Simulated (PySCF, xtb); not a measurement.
C3H8GeSi, SMILES C#C[CH2][GeH2][SiH3].

GFN2-xTB (xtb) at its own geometry gives an orbital gap of 4.72 eV and a dipole moment of 0.86 D.

The structure is a stationary point at r2SCAN-D4/def2-SVP. This is a generated structure with no PubChem entry under its InChIKey; it may be hypothetical. One conformer was computed; it need not be the lowest.

**Question.** What does PBE/def2-TZVP (PySCF) give? (The exact figures need the calculation; the answer reports its results.)

**Answer.** gap 5.50 eV (levels -6.21 and -0.71 eV), dipole 0.60 D.
